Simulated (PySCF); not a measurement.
# Low-lying terms of Si²⁺ (silicon, charge +2)

Ground state [Ne] 3s2, ¹S. Computed with PySCF 2.14 in x2c-SVPall with two added diffuse shells each of s, p type (6s5p1d, 26 functions), with scalar relativity by spin-free X2C-1e. Vertical excitation energies in eV without spin-orbit coupling; excited terms of each kind are numbered among those the solver found. Frozen: [He] 2s2.

| term | leading excitation | EOM-EE-CCSD |
| --- | --- | --- |
| 1 3P° | 3s → p | 6.432 |
| 1 1P° | 3s → p | 10.439 |
| 1 3S | 3s → s | 18.836 |
| 1 1S | 3s → s | 19.544 |
| 1 3D | 3s → d | 21.824 |
| 2 3P° | 3s → p | 21.849 |
| 2 1P° | 3s → p | 21.995 |
| 2 3S | 3s → s | 25.364 |
| 1 1D | 3s → d | 25.371 |
| 2 1S | 3s → s | 25.603 |

Only the lower part of the computed list is shown. Doubly excited terms such as np² are absent. The solver can miss terms. Rydberg members are limited by the diffuse functions of the basis.
